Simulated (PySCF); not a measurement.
Computed shifts of a molecule C3H6N2Si, PySCF with PBE/pcSseg-1, GIAO, gas phase, atoms alike by connectivity averaged where their shifts nearly agree, in ppm (number of nuclei): ¹³C: 169.9 (1), 158.7 (1), 39.0 (1). ¹⁵N: 404.5 (1), 379.0 (1). ²⁹Si: -55.5 (1). ¹H: 8.79 (1), 8.15 (1), 5.32 (1), 5.19 (1), 4.27 (1), 3.69 (1). References: ¹³C against TMS (σ = 182.0 ppm); ¹⁵N against NH3 (σ = 267.0 ppm); ²⁹Si against TMS (σ = 335.4 ppm); ¹H against TMS (σ = 31.49 ppm), references at their B3LYP-D3(BJ)/def2-TZVP geometries, non-relativistic. Geometry: B3LYP-D3(BJ)/def2-SVP. One conformer was computed; it need not be the lowest.

### Question
Which structure fits?
A) N[Si@H]1C=CC=N1
B) C1=NC[SiH2]N=C1
C) C=C=C1N[SiH2]N1
D) C[SiH2]/C=N/C#N

### Answer
B, C1=NC[SiH2]N=C1
